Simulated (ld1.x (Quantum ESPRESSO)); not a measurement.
## bromine (Br): one change to a PAW potential, before and after

bromine, PAW, made with ld1.x (Quantum ESPRESSO) 7.5 (PBE, scalar-relativistic). Core [Ar] 3d10, reference 4s1.5 4p5.5. Waves: 4s (bound): rcut 1.35, rcutus 1.70 bohr; 4s channel at 1.05 Ry: rcut 1.35, rcutus 1.70 bohr; 4p (bound): rcut 1.20, rcutus 1.55 bohr; 4p channel at 2.05 Ry: rcut 1.20, rcutus 1.55 bohr; 4d channel at 0.45 Ry: rcut 1.25, rcutus 1.35 bohr; 4d channel at 1.75 Ry: rcut 1.25, rcutus 1.35 bohr. Local part: all-electron potential smoothed inside 1.60 bohr (lloc = -2). Core correction: Bessel-smoothed model core inside 0.90 bohr. Augmentation charge: PSQ, inside the norm-conserving radii.

Change: local potential all-electron potential smoothed inside 0.68 bohr (lloc = -2).

Cutoffs: the cutoffs (Ry, on a coarse ladder) from which the occupation-weighted sum of valence levels, in a spherical-Bessel basis at the reference potential, stays within 10 and 1 mRy of its value at 400 Ry; they do not see the model core or the augmentation charge, which bear on the density cutoff. Errors are all-electron minus pseudo energies relative to the spin-unpolarised reference configuration.

Task: Predict the effect on cutoff, ghosts and configuration errors.

Result: The potential gets neither clearly harder nor softer (12 Ry and 35 Ry → 12 Ry and 35 Ry); the bound ghosts move from d to d, s; the errors of the 7 common tests hardly move. A state that the projectors do not describe sees the local part alone, so a deeper or shallower local part can create or remove a ghost.

```tsv
quantity	base	changed
cutoff, loose	12 Ry	12 Ry
cutoff, tight	35 Ry	35 Ry
bound ghosts	d	s, d
error for 4s2 4p5, meV [ΔE -6.16 eV]	-0.5	-0.5
error for 4s2 4p4, meV [ΔE 6.39 eV]	-2.2	-2.3
error for 4s2 4p3, meV [ΔE 29.15 eV]	-16	-16
error for 4s1 4p5, meV [ΔE 19.40 eV]	-8.4	-8.4
error for 4s2 4p5.3, meV [ΔE -8.12 eV]	-0.6	-0.5
error for 4s2 4p2, meV [ΔE 63.14 eV]	-63	-66
error for 4s2 4p1, meV [ΔE 109.16 eV]	-182	-192
s: phases at 1.85 bohr within 0.05 rad from the reference energy up to (Ry; the scan ends near 5)	to the end of the scan	to the end of the scan
p: phases at 1.85 bohr within 0.05 rad from the reference energy up to (Ry; the scan ends near 5)	to the end of the scan	to the end of the scan
d: phases at 1.85 bohr within 0.05 rad from the reference energy up to (Ry; the scan ends near 5)	to the end of the scan	to the end of the scan
lowest overlap eigenvalue by channel	s 0.40, p 0.62, d 0.88	s 0.19, p 0.49, d 0.87
```

 A true bound ghost makes a file unfit for plane-wave use even where its test errors are small: the radial tests pick states by their node count and pass the ghost by.
